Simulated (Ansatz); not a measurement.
Harmonic frequencies (cm⁻¹) at PBE0-D4/def2-TZVP from Ansatz: 3, 171, 198, 224, 252, 338, 366, 377, 568, 586, 664, 675, 694, 814, 878, 1222, 1446, 1448, 1565, 1575, 3041, 3116, 3126, 3615, 3616, 3704, 3704.

Each molecule was computed in one conformer, which needn't be the lowest.

(1) Which molecule is it?
A. `C[NH][AlH][NH2]`
B. `[CH3][AlH][O][SiH3]`
C. `[CH3][Al]([NH2])[NH2]`
D. `NC[NH][AlH2]`

## Answers

(1) C.
